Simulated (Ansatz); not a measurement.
C₂H₇GeNO (`C[N]1[CH2][GeH]1[OH]`), charge 0, multiplicity 1.

(1) Give a relaxed structure at PBE0-D4/def2-TZVP (Ansatz). (Best estimate.)

Results:

(1) The calculation gave: 
```xyz
12

C     0.778    1.519    0.147
N    -0.100    0.452   -0.255
C    -0.983   -0.148    0.776
Ge    0.095   -1.372   -0.228
O    -0.404   -2.188   -1.715
H     0.205    2.441    0.301
H     1.327    1.314    1.080
H     1.511    1.709   -0.640
H    -2.052   -0.020    0.618
H    -0.689    0.012    1.818
H     1.334   -2.077    0.305
H    -1.022   -1.640   -2.208
```
This is one stationary point; other conformers may exist.
